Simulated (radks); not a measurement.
The manganese ion Mn17+, configuration [He] 2s2 2p4. Calculated with a radial shooting solver on a logarithmic mesh with Libxc functionals: Dirac Kohn-Sham, PBE, spin-unpolarised, spherical densities, point nucleus; open shells are shared between the two j in proportion to 2j + 1.

Unscreened Slater integrals over Kohn-Sham orbitals (cm^-1). Large and small components are both included. Empty in this configuration: 3s1/2.

F0(2p3/2,2p3/2): 856910
F2(2p3/2,2p3/2): 407730
F0(2p3/2,2p1/2): 861800
G2(2p3/2,2p1/2): 407290
F0(2p3/2,2s1/2): 787830
G1(2p3/2,2s1/2): 450590
F0(2p3/2,1s1/2): 1167100
G1(2p3/2,1s1/2): 204020
F0(2p3/2,3s1/2): 394910
G1(2p3/2,3s1/2): 41146
F0(2p1/2,2p1/2): 866790
F0(2p1/2,2s1/2): 791410
G1(2p1/2,2s1/2): 449170
F0(2p1/2,1s1/2): 1183000
G1(2p1/2,1s1/2): 207220
F0(2p1/2,3s1/2): 395600
G1(2p1/2,3s1/2): 41265
F0(2s1/2,2s1/2): 743610
F0(2s1/2,1s1/2): 1044800
G0(2s1/2,1s1/2): 100570
F0(2s1/2,3s1/2): 386560
G0(2s1/2,3s1/2): 32829
F0(1s1/2,1s1/2): 3397600
F0(1s1/2,3s1/2): 451290
G0(1s1/2,3s1/2): 22556
F0(3s1/2,3s1/2): 301810
